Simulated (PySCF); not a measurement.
Isomers of C3H12Si3, one GFN2-xTB conformer each. Single-point energies are computed at PBE0/pcSseg-1 (PySCF, gas phase, no added dispersion term), electronic only.

Question: Rank them by PBE0/pcSseg-1 energy, lowest first (kJ/mol).
A. `[CH2:1]1[SiH2:2][CH2:3][SiH2:4][CH2:5][SiH2:6]1` with Si6–C1–Si2–C3 54°, C1–Si2–C3–Si4 -55°, Si2–C3–Si4–C5 54°, C3–Si4–C5–Si6 -54°
B. `[SiH3:1][CH2:2][C@H:3]1[CH2:4][SiH2:5][SiH2:6]1` with Si1–C2–C3–C4 174°, C2–C3–C4–Si5 143°, C3–C4–Si5–Si6 -14°, C4–Si5–Si6–C3 11°, C2–C3–Si6–Si5 -137°
C. `[CH2:1]=[CH:2][SiH2:3][CH:4]([SiH3:5])[SiH3:6]` with C1–C2–Si3–C4 109°, C2–Si3–C4–Si5 175°

Answer: A (0.0), C (189.2), B (197.7).

As drawn, the highest has a four-membered ring and an Si–Si bond, which the lowest lacks. Neighbours under 10 kJ/mol apart (C=C[SiH2]C([SiH3])[SiH3] and [SiH3]C[C@H]1C[SiH2][SiH2]1) can change places with a better method, another conformer or zero-point energy. GFN2-xTB itself gives, in the same order: 0.0, 98.6, 66.2. Both levels put the same isomer lowest; measured from each level's own lowest isomer, the values differ by up to 131.5 kJ/mol ([SiH3]C[C@H]1C[SiH2][SiH2]1: 66.2 against 197.7).

Question: Which frontier levels, dipoles and rotational constants go with these structures?

Answer: 
| SMILES | HOMO (eV, PBE0/pcSseg-1) | LUMO (eV) | dipole (D) | A, B, C (MHz) |
| --- | --- | --- | --- | --- |
| C1[SiH2]C[SiH2]C[SiH2]1 | -8.20 | 0.62 | 0.88 | 1933, 1931, 1060 |
| C=C[SiH2]C([SiH3])[SiH3] | -7.96 | -0.51 | 0.98 | 2542, 1042, 798.3 |
| [SiH3]C[C@H]1C[SiH2][SiH2]1 | -7.65 | -0.06 | 0.64 | 4137, 919.5, 794.1 |
